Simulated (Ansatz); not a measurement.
Job for Ansatz (a quantum-chemistry and plane-wave program): R-wB97M-V/def2-TZVPP on F2Sn (SMILES [F][Sn][F]), atoms moved off the minimum. Elements past Kr take the def2 small-core potentials; no spin–orbit coupling.

Ansatz 0.2 input:
```yaml
crystal:
  periodic: [false, false, false]
  atoms:
    - {symbol: Sn, position_ang: [0.01711606, 0.07065908, 0.30958429]}
    - {symbol: F, position_ang: [0.63895026, 1.26669285, -1.03807837]}
    - {symbol: F, position_ang: [-0.86577037, -1.22457800, -0.82335200]}
basis:
  gaussian:
    orbitals: def2-TZVPP
hamiltonian:
  xc: {name: wB97M-V}
scf: {lower_state_search: off}
output: {forces: true}
```

It printed:

```
WARN ansatz: RAYON_NUM_THREADS=1 ignored (pool sized by the plan → 1); use --threads N
Functional definition: wB97M-V
these checks for a lower state are left out or cut short: stability, starts, cluster_reference, orbital_swaps, neighbouring_geometries, increment
integrals: 0.05 GiB planned
744 factors; their error is unknown
integrals: 0.08 GiB planned
141 factors; integrals over basis functions are off by at most 1.8e-5 eV
mean field: 0.43 GiB planned
mean field evaluation 1: about -11262.7486 eV, gradient 5.4e1 eV
mean field evaluation 2: about -11258.2258 eV, gradient 8.3e1 eV
mean field evaluation 4: about -11267.5809 eV, gradient 1.0e0 eV
mean field evaluation 8: about -11267.5873 eV, gradient 4.6e-2 eV
mean field evaluation 16: about -11267.6483 eV, gradient 5.1e-4 eV
mean field -11267.64829450 eV, -414.0784373366 hartree, gradient 6.2e-6 eV, S^2 0.000000; 0 other end points of the search recorded, 0 dependent functions left out
the calculation of the forces begins
reference -11267.64833761 eV, -414.0784389208 hartree; 20, 20 occupied and 92, 92 virtual orbitals, 744 factors
Total energy: -11267.64833761 eV, -414.0784389208 hartree
Atom 0 at     0.017116     0.070659     0.309584 Å, force    -0.182517    -0.384884     0.651362 eV/Å
Atom 1 at     0.638950     1.266693    -1.038078 Å, force     0.145828     0.310160    -0.540414 eV/Å
Atom 2 at    -0.865770    -1.224578    -0.823352 Å, force     0.036689     0.074724    -0.110948 eV/Å
Dipole moment:     0.086885     0.047780     0.713984 e Å
Checks for a lower state left out: stability, starts, cluster_reference, orbital_swaps, neighbouring_geometries, increment
```

The run converged.

Cost: roughly 2.7 core-seconds.
